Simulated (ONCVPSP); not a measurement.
Which change was made? (Ce, ONCV)

- Element: cerium
- Generator: ONCVPSP 4.0.1
- Type: optimised norm-conserving Vanderbilt (ONCV)
- Functional: PBE
- Relativity: fully relativistic
- Frozen core: [Kr] 4d10 4f1
- Valence charge: 11
- Reference configuration: 5s2 5p6 5d1.5 6s1.5
- Partial waves: 5s+6s: rc 2.45 bohr, ncon 4, nbas 7, qcut 3.9 1/bohr, 2 projectors; 5p: rc 2.95 bohr, ncon 4, nbas 8, qcut 3.7 1/bohr, 2 projectors, debl 2.7 Ha; 5d: rc 2.65 bohr, ncon 4, nbas 8, qcut 3.5 1/bohr, 2 projectors, debl 3.2 Ha
- Local potential: polynomial inside 1.95 bohr (lpopt 5, dvloc0 1 Ha)
- Core correction: polynomial model core, fcfact 0.55

Open shells are filled in proportion to 2j + 1.

Cutoffs, loose and tight: the cutoffs (Ha) at which the residual kinetic energy of the hardest occupied pseudo-wave falls to 1 and 0.1 mHa per electron. They do not see the model core or the augmentation charge, which bear on the density cutoff. Test errors are all-electron minus pseudo excitation energies from the reference, over the configurations 5s2 5p6 5d1 6s2; 5s2 5p6 5d1 6s1; 5s2 5p6 5d1 6s0; 5s2 5p6 5d1 6s0 6p2; variants that change the core or the reference have their own tests.

The base gives: outcome: generated; cutoff, loose: 6.4 Ha; cutoff, tight: 15 Ha; bound ghosts: none; GHOST(+) flags above zero: s; largest test error (meV): -14.

After one change the result is: outcome: generated; cutoff, loose: 8.7 Ha; cutoff, tight: 15 Ha; bound ghosts: none; GHOST(+) flags above zero: s; largest test error (meV): -14. Which change was it?
A. all radii but the core radius scaled by about 0.87 (s 2.12, p 2.56, d 2.30 bohr); local potential polynomial inside 1.68 bohr (lpopt 5, dvloc0 1 Ha)
B. s: qcut 5.1
C. core [Kr] 4d10, valence charge 12; reference 4f1 5s2 5p6 5d1 6s2; waves now 5s+6s: rc 2.40 bohr, ncon 5, nbas 8, qcut 6.1 1/bohr, 2 projectors; 5p: rc 1.70 bohr, ncon 4, nbas 8, qcut 5 1/bohr, 2 projectors, debl 1.4 Ha; 5d: rc 2.95 bohr, ncon 3, nbas 8, qcut 4.6 1/bohr, 2 projectors, debl 3.5 Ha; 4f: rc 1.65 bohr, ncon 4, nbas 9, qcut 9.9 1/bohr, 2 projectors, debl 2.1 Ha; local potential polynomial inside 1.40 bohr (lpopt 5, dvloc0 0 Ha)
D. s: ncon 5, nbas 8
E. reference 5s2 5p6 5d1 6s2

B. The others give: all radii but the core radius scaled by about 0.87 (s 2.12, p 2.56, d 2.30 bohr); local potential polynomial inside 1.68 bohr (lpopt 5, dvloc0 1 Ha) → outcome: generated; cutoff, loose: 14 Ha; cutoff, tight: 27 Ha; bound ghosts: none; GHOST(+) flags above zero: s; largest test error (meV): -14 | s: ncon 5, nbas 8 → outcome: generated; cutoff, loose: 11 Ha; cutoff, tight: 26 Ha; bound ghosts: none; GHOST(+) flags above zero: none; largest test error (meV): -14 | core [Kr] 4d10, valence charge 12; reference 4f1 5s2 5p6 5d1 6s2; waves now 5s+6s: rc 2.40 bohr, ncon 5, nbas 8, qcut 6.1 1/bohr, 2 projectors; 5p: rc 1.70 bohr, ncon 4, nbas 8, qcut 5 1/bohr, 2 projectors, debl 1.4 Ha; 5d: rc 2.95 bohr, ncon 3, nbas 8, qcut 4.6 1/bohr, 2 projectors, debl 3.5 Ha; 4f: rc 1.65 bohr, ncon 4, nbas 9, qcut 9.9 1/bohr, 2 projectors, debl 2.1 Ha; local potential polynomial inside 1.40 bohr (lpopt 5, dvloc0 0 Ha) → outcome: failed: ERROR pspot: first pseudo wave function has node, program will stop | reference 5s2 5p6 5d1 6s2 → outcome: generated; cutoff, loose: 6.4 Ha; cutoff, tight: 16 Ha; bound ghosts: none; GHOST(+) flags above zero: s; largest test error (meV): -41.
